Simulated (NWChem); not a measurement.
System: CH₄OZn; SMILES [CH3][Zn][OH]

```xyz
7

Zn     0.0080    -0.0436    -0.0002
C     -0.0268     1.8838     0.0001
H      0.7096     2.2966     0.7072
H     -1.0208     2.2555     0.2956
H      0.2004     2.2876    -0.9989
O     -0.0894    -1.8182     0.0002
H      0.7484    -2.2896     0.0008
```
Atoms are numbered in this order, from 1.

Computed with NWChem. Pople sets run with spherical d functions. The geometry was optimised at PBE0/def2-SVP.

For level PBE0/6-31G*:

| Quantity | Value |
|---|---|
| highest occupied level (eV) | -7.54 |
| orbital gap (eV) | 7.57 |
| dipole (D) | 1.79 |

How do the values read with level PBE0/3-21G instead?


| Quantity | Value |
|---|---|
| highest occupied level (eV) | -7.22 |
| orbital gap (eV) | 7.12 |
| dipole (D) | 1.69 |
